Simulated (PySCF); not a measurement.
Isomers of C2H5N. Isolated molecules, 0 K electronic values unless said otherwise. One relaxed conformer stands for each flexible species; it need not be the lowest. Strings in code marks are SMILES.

The numbers are results of PBE-D3(BJ)/def2-TZVP // B3LYP-D3(BJ)/def2-TZVP (PySCF), not measurements. 

| species | HOMO (eV) | HOMO–LUMO gap (eV) |
|---|---|---|
| `C=NC` | -5.84 | 4.43 |
| `[H]/N=C/C` | -6.03 | 4.86 |
| `C=CN` | -4.85 | 4.87 |
